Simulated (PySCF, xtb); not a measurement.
CClF₂, SMILES F[C](F)Cl, multiplicity 2.

Harmonic wavenumbers (cm⁻¹) from GFN2-xTB in xtb at its own minimum, in rising order: 324, 381, 467, 698, 1094, 1144.

Task: What does B3LYP-D3(BJ)/def2-TZVP (PySCF) give at its own minimum? (The exact figures need the calculation; the answer reports its results.)

Result: 361, 417, 594, 743, 1149, 1205. Paired by order, the mean absolute difference is 60 cm⁻¹ and the zero-point energies are 5.9 and 6.4 kcal/mol.
